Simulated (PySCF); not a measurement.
# One molecule, several mistakes: AlBClH2N

All numbers below are calculated, not measured. The program is PySCF 2.14.0, an open-source quantum chemistry code, run on an isolated molecule that a program drew, which may never have been made. The molecule is AlBClH2N (charge 0, singlet), drawn as the SMILES string `[NH]=[Al][BH]Cl`.

Each row is a Hartree-Fock (HF) and frozen-core CCSD(T) single point in the cc-pV(D+d)Z basis, meant for a local HF minimum. Run 1 is clean. Each other run has one planted mistake out of seven kinds, and not every kind appears here: one electron removed, one electron added, multiplicity raised by two, geometry at a saddle point, minimal basis STO-3G, one bond length entered in bohr, all coordinates scaled. The reference is restricted for singlets and unrestricted otherwise, and also for a bond in bohr. Adding or removing an electron swaps singlet and doublet. Electrons count all cores. HOMO and LUMO are orbital energies over both spins, the gradient is its largest component, and the lowest frequency (negative if imaginary) is given only where the gradient is small. Bond lengths are over the 5 bonds as drawn. T1 is the CCSD diagnostic: over 0.02 (restricted) or 0.045 (unrestricted) a single reference is doubtful.

Geometry of the clean run:
```xyz
6
AlBClH2N, angstrom
N    -3.4985    0.7685   -1.0791
Al   -2.0272    0.1884   -0.8646
B    -0.0371   -0.5615   -0.6206
Cl    0.3462   -1.6067    0.7379
H    -4.4193    1.1160   -1.1903
H     0.8606   -0.3126   -1.3652
```

```
run,electrons,basis functions,<S^2>,HOMO (eV),LUMO (eV),gradient (hartree/bohr),lowest frequency (cm^-1),mean bond (Å),longest bond (Å),T1,HF (hartree),CCSD(T) (hartree),mistake
1,44,84,0.000,-9.04,0.27,1.6e-05,95,1.5352,2.141,0.0262,-781.69384,-782.19536,no fault
2,45,84,0.765,-1.45,6.89,4.4e-02,-,1.5352,2.141,0.0204,-781.71306,-782.22143,one electron added
3,43,84,0.759,-16.04,-5.54,8.0e-02,-,1.5352,2.141,0.0186,-781.45185,-781.89262,one electron removed
4,44,84,0.000,-9.34,0.51,7.9e-02,-,1.4477,2.019,0.0231,-781.66848,-782.16184,?
```

**Which mistake was planted in run 4, and what did it cost?**

The mean and the longest bond both change by the same factor, 0.943, and the gradient is no longer small. So the mistake is: all coordinates scaled. Subtracting run 1 and multiplying by 627.51 kcal/mol a hartree, the energy moved by 15.9 kcal/mol in HF and 21.0 kcal/mol in CCSD(T).

Cautions from the logs. Run 1: T1 is over the limit, so its CCSD(T) energy is less reliable; run 4: T1 is over the limit, so its CCSD(T) energy is less reliable.
